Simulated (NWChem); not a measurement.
System meant: MoH6O3; SMILES [OH][MoH3]([OH])[OH]

NWChem input:

```
start job
memory heap 200 mb stack 900 mb global 1100 mb
geometry units angstroms noautoz
  Mo     0.000000     0.000000    -0.306215
  O      0.623389     1.708283    -0.756311
  H      0.886480     2.428029    -0.173884
  O      1.167722    -1.394012    -0.756311
  H      1.659495    -1.981729    -0.173884
  O     -1.791111    -0.314271    -0.756311
  H     -2.545975    -0.446300    -0.173884
  H     -0.607323     0.724385     1.045480
  H      0.930997     0.163765     1.045480
  H     -0.323674    -0.888150     1.045480
end
basis spherical
  * library def2-svp
end
ecp
  Mo library def2-ecp
end
dft
  xc b3lyp
  iterations 4
  mulliken
end
task dft energy
```

End of the output:

```
    Atom       Charge   Shell Charges
 -----------   ------   -------------------------------------------------------
    1 Mo  14    14.08   0.00  0.97  0.93  0.30  0.13  5.65  0.96  0.32  3.24  1.46  0.11
    2 O    8     8.10   1.97  0.89  0.59  2.70  1.93  0.02
    3 H    1     0.89   0.55  0.16  0.18
    4 O    8     8.10   1.97  0.89  0.59  2.70  1.93  0.02
    5 H    1     0.89   0.55  0.16  0.18
    6 O    8     8.10   1.97  0.89  0.59  2.70  1.93  0.02
    7 H    1     0.89   0.55  0.16  0.18
    8 H    1     0.99   0.61  0.33  0.05
    9 H    1     0.99   0.61  0.33  0.05
   10 H    1     0.99   0.61  0.33  0.05

 center of mass
 --------------
 x =   0.00000000 y =  -0.00000000 z =  -0.04614738

 moments of inertia (a.u.)
 ------------------
         371.966335188213           0.000000000000           0.000000000000
           0.000000000000         371.966335188213          -0.000000000000
           0.000000000000          -0.000000000000         648.434218982339

     Multipole analysis of the density
     ---------------------------------

     L   x y z        total         alpha         beta         nuclear
     -   - - -        -----         -----         ----         -------
     0   0 0 0      0.000000    -22.000000    -22.000000     44.000000

     1   1 0 0      0.000000      0.000000      0.000000     -0.000000
     1   0 1 0      0.000000      0.000000      0.000000     -0.000000
     1   0 0 1      0.428960      2.547850      2.547850     -4.666739

     2   2 0 0    -27.660742   -104.971530   -104.971530    182.282318
     2   1 1 0     -0.000000     -0.000000     -0.000000     -0.000000
     2   1 0 1      0.000000      0.000000      0.000000      0.000000
     2   0 2 0    -27.660742   -104.971530   -104.971530    182.282318
     2   0 1 1     -0.000000     -0.000000     -0.000000      0.000000
     2   0 0 2    -33.390162    -33.868267    -33.868267     34.346372

 ------------------------------------------------------------------------
 dft energy failed                                                                                  0
 ------------------------------------------------------------------------
 ------------------------------------------------------------------------
  current input line :
    26: task dft energy
 ------------------------------------------------------------------------
 ------------------------------------------------------------------------
 This type of error is most commonly associated with calculations not reaching convergence criteria
 ------------------------------------------------------------------------
 For more information see the NWChem manual at https://nwchemgit.github.io

0:dft energy failed:Received an Error in Communication
```

Q: Can this run be used? If not, why, and what is the fix?

A: The run did not converge; its last values are not results. Cause: the SCF was allowed too few iterations. This input runs:
```
start job
memory heap 200 mb stack 900 mb global 1100 mb
geometry units angstroms noautoz
  Mo     0.000000     0.000000    -0.306215
  O      0.623389     1.708283    -0.756311
  H      0.886480     2.428029    -0.173884
  O      1.167722    -1.394012    -0.756311
  H      1.659495    -1.981729    -0.173884
  O     -1.791111    -0.314271    -0.756311
  H     -2.545975    -0.446300    -0.173884
  H     -0.607323     0.724385     1.045480
  H      0.930997     0.163765     1.045480
  H     -0.323674    -0.888150     1.045480
end
basis spherical
  * library def2-svp
end
ecp
  Mo library def2-ecp
end
dft
  xc b3lyp
  iterations 150
  mulliken
end
task dft energy
```
It converges to -297.36740 Ha (B3LYP/def2-SVP with def2 effective core potentials on Mo).
